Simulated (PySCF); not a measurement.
pentalene (C8H6), SMILES C1=CC2=CC=CC2=C1. Atoms are numbered in the order given.

```xyz
14

C     -0.0651    -2.1715     0.0000
C      1.0957    -1.4760     0.0000
C      0.7338    -0.0383     0.0000
C      1.2284     1.2184     0.0000
C      0.0651     2.1715     0.0000
C     -1.0957     1.4760     0.0000
C     -0.7338     0.0383     0.0000
C     -1.2284    -1.2184     0.0000
H     -0.1665    -3.2586     0.0000
H      2.1046    -1.8896     0.0000
H      2.2763     1.5276     0.0000
H      0.1665     3.2586     0.0000
H     -2.1046     1.8896     0.0000
H     -2.2763    -1.5276     0.0000
```

The structure is a stationary point at ωB97X-D3(BJ)/def2-SVP.

Computed with r2SCAN/def2-TZVP (PySCF).

Atomic charges (e):

```
atom      Löwdin  Mulliken    IAO
----  ----------  --------  -----
C1         -0.14      0.02  -0.18
C2         -0.10     -0.39  -0.16
C3    (withheld)      0.17  -0.03
C4         -0.05     -0.16  -0.11
C5         -0.14      0.02  -0.18
C6         -0.10     -0.39  -0.16
C7    (withheld)      0.17  -0.03
C8         -0.05     -0.16  -0.11
H9    (withheld)      0.12   0.15
H10   (withheld)      0.11   0.16
H11   (withheld)      0.12   0.16
H12   (withheld)      0.12   0.15
H13   (withheld)      0.11   0.16
H14   (withheld)      0.12   0.16
```

Question: Fill in the missing entries. (An estimate is asked for; the answer gives what the named calculation found.)

Answer: 
- C3, Löwdin: -0.11
- C7, Löwdin: -0.11
- H9, Löwdin: 0.13
- H10, Löwdin: 0.14
- H11, Löwdin: 0.14
- H12, Löwdin: 0.13
- H13, Löwdin: 0.14
- H14, Löwdin: 0.14

Question: Give the Mayer and Wiberg (Löwdin basis) orders of the bonds. (The exact figures need the calculation; the answer reports its results.)

Answer: 
| bond | Mayer | Wiberg |
|---|---|---|
| C1–C2 | 1.82 | 1.89 |
| C2–C3 | 0.97 | 1.17 |
| C3–C4 | 1.68 | 1.74 |
| C4–C5 | 0.97 | 1.19 |
| C5–C6 | 1.82 | 1.89 |
| C3–C7 | 1.01 | 1.08 |
| C6–C7 | 0.97 | 1.17 |
| C1–C8 | 0.97 | 1.19 |
| C7–C8 | 1.68 | 1.74 |
| C1–H9 | 0.96 | 0.86 |
| C2–H10 | 0.98 | 0.85 |
| C4–H11 | 0.96 | 0.85 |
| C5–H12 | 0.96 | 0.86 |
| C6–H13 | 0.98 | 0.85 |
| C8–H14 | 0.96 | 0.85 |
